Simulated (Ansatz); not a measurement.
The cluster Cs₂F₂⁺. The state is a doublet with charge 1. Geometry PBE0-D4/def2-TZVP, that of the neutral singlet; atoms count from 1.

| atom | x (Å) | y (Å) | z (Å) |
| --- | --- | --- | --- |
| Cs1 | 0.017 | 0.446 | 1.990 |
| Cs2 | -0.015 | -0.447 | -1.990 |
| F3 | 0.789 | 1.398 | -0.320 |
| F4 | -0.790 | -1.397 | 0.320 |

In the def2 sets Cs takes a core potential; there is no spin–orbit coupling. The structure comes from a short search, and lower isomers may exist.

Question: Estimate the Mulliken populations from the PBE0/def2-TZVP orbitals of Ansatz.

Answer: 
| atom | charge (e) | spin (α − β) |
| --- | --- | --- |
| Cs1 | 0.93 | 0.02 |
| Cs2 | 0.93 | 0.02 |
| F3 | -0.43 | 0.48 |
| F4 | -0.43 | 0.48 |
Mulliken values and Mayer orders depend strongly on the basis.

Question: Where does the spin sit?

Answer: Summed by element: Cs 0.04, F 0.96, of 1 unpaired in all. Largest on single atoms: F3 0.48, F4 0.48, Cs2 0.02.
